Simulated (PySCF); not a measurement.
Fractional electron number in Rh⁻ (rhodium, charge -1)

The 5s beta orbital of [Kr] 4d8 5s2 is emptied in steps (occupation f), with all orbitals relaxed, ending at [Kr] 4d8 5s1. Computed with PySCF 2.14 in aug-cc-pVDZ-PP with ECP28MDF (5s5p4d2f, 54 functions), with a scalar-relativistic core potential. The exact energy is a straight line in f; departures are measured from the line between the end points of the same method.

```tsv
f	BHandHLYP (eV)	B3LYP (eV)
1	0.000	0.000
0.9	-0.088	-0.159
0.7	-0.214	-0.382
0.5	-0.263	-0.467
0.3	-0.229	-0.403
0.1	-0.101	-0.176
0	0.000	0.000
```

```csv
method,E(f=0) − E(f=1) (eV),−ε at f=1 (eV),−ε at f=0.5 (eV)
BHandHLYP,0.842,-0.121,0.798
B3LYP,1.178,-0.562,1.116
```

Orbital energy along the path (eV):

```
  f  BHandHLYP   B3LYP
  1      0.121   0.562
0.9     -0.040   0.258
0.7     -0.397  -0.397
0.5     -0.798  -1.116
0.3     -1.239  -1.897
0.1     -1.726  -2.729
  0     -1.983  -3.156
```

At f = 1 the orbital energy is positive for BHandHLYP, B3LYP: only the finite basis holds the electron.

Reference removal energy between the ground levels: 1.143 eV (measured; photodetachment measurements, as compiled on the Wikipedia data page of electron affinities). The calculation has no spin-orbit coupling.
